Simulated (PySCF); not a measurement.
**Excitation energy of Be⁺ by level of theory**

Be⁺ [He] 2s1 (2S) → Be⁺ [He] 3d1 (2D), as a difference of total energies. Computed with PySCF 2.14 in dyall-acv3z (15s9p4d2f, 76 functions), with no relativity, point nucleus. Correlated levels: valence and next inner shell: nothing frozen; virtual orbitals above 40 to 60 times the deepest correlated orbital energy dropped. The calculations carry no spin-orbit coupling.

| method | excitation energy (eV) |
| --- | --- |
| UHF | 12.181 |
| MP2 (valence and next inner shell) | 12.242 |
| SCS-MP2 (valence and next inner shell) | 12.235 |
| CCSD (valence and next inner shell) | 12.250 |
| CCSD(T) (valence and next inner shell) | 12.250 |

Problem. How much does correlation contribute at CCSD(T) (valence and next inner shell)?

Solution. 12.250 − (12.181) = 0.069 eV, measured against UHF.

Errors of the correlated levels include the incompleteness of this basis.

The promoted electron is Rydberg-like, and one or two diffuse shells describe it only roughly, which tends to raise the upper state.

For comparison: 12.157 eV (measured; NIST levels, between the centres of gravity of the two terms).
